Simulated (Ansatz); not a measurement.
`[SiH3]NB[SeH]` + `C[SiH3]` → `[SiH3]C[SeH]` + `BN[SiH3]`  (formal exchange of groups at the Se–B bond)

Calculated with Ansatz (gas phase, PBE0-D4/def2-TZVP geometries, no zero-point term in ΔE). CCSD(T)/CBS adds triple-zeta CCSD(T) − MP2 to the extrapolated MP2 energy (def2 sets, frozen cores). This one scheme is used for every species. DFT in def2-TZVPP. B3LYP here is the variant with VWN-RPA as its local correlation; programs differ in this. For Se outer-core shells are correlated without core-valence functions, which leaves a few kJ/mol of doubt a bond. Scalar relativity is left out up to krypton. One conformer a species, not always the lowest.

`[SiH3]NB[SeH]`:

```xyz
10

Si    0.058   -1.557   -0.574
N    -0.223   -0.049    0.254
B     0.368    1.182   -0.060
Se    0.038    2.854    0.880
H    -1.215   -2.087   -1.132
H     1.027   -1.294   -1.661
H     0.599   -2.573    0.368
H    -0.872   -0.070    1.029
H     1.143    1.267   -0.966
H    -0.922    2.327    1.862
```

`C[SiH3]`:

Z-matrix (Å, degrees):
```
C
Si 1 1.871
H 1 1.092 2 110.8
H 1 1.092 2 110.8 3 -120.0
H 1 1.092 2 110.8 3 120.0
H 2 1.488 1 110.7 3 -179.9
H 2 1.488 1 110.7 3 -59.9
H 2 1.488 1 110.7 3 60.1
```

`[SiH3]C[SeH]`:

Cartesian coordinates in Å:
```
Si -0.599 0.795 -0.440
C 0.892 -0.143 0.200
Se 0.514 -2.058 0.350
H -0.953 0.314 -1.798
H -0.311 2.256 -0.494
H -1.748 0.571 0.478
H 1.712 -0.076 -0.518
H 1.251 0.235 1.157
H -0.759 -1.894 1.066
```

`BN[SiH3]`:

```xyz
9

B     0.666   -1.395   -0.201
N     0.532   -0.122    0.362
Si   -0.702    1.057   -0.006
H    -0.128   -1.752   -1.025
H     1.566   -2.104    0.147
H     1.221    0.143    1.053
H    -1.476    1.396    1.217
H    -1.592    0.467   -1.032
H    -0.086    2.310   -0.515
```

| level | ΔE (eV) |
| --- | --- |
| B3LYP | 1.21 |
| MP2/def2-TZVPP | 1.21 |

Q: What does CCSD(T)/CBS give? (Best estimate.)

A: The calculation gave: +1.20 eV. The listed levels differ from it by 0.01, 0.01 eV.

Largest T1 diagnostic among the species: 0.012.
